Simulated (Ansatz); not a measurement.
Basis-set extrapolation for C₄H₈Si, SMILES `C=CC(=C)[SiH3]` (PBE0-D4/def2-TZVP geometry, frozen core, Ansatz 0.2.0). Multiplicity 1, RHF reference.

```csv
,def2-TZVPP,def2-QZVPP
HF,-445.086768,-445.102730
MP2 correlation,-0.773964,-0.823903
CCSD(T) correlation,-0.864765,not run
```

Energies in hartree. Use E(X) = E(∞) + A·exp(−7.88·√X) for Hartree–Fock and E(X) = E(∞) + B·X^(−2.97) for correlation, with X = 3 and 4, and add CCSD(T) minus MP2 of the smaller set to the MP2 limit.

Question: What is the CCSD(T) energy at the basis-set limit?

Answer: HF limit: -445.102730 + (-0.015962) × 0.13774 = -445.10493. MP2 limit: -0.823903 + (-0.049939) × 0.74074 = -0.86089. Higher-order term: -0.864765 − (-0.773964) = -0.09080. Total: -446.05662 hartree, 275.9 kJ/mol below CCSD(T)/def2-TZVPP.
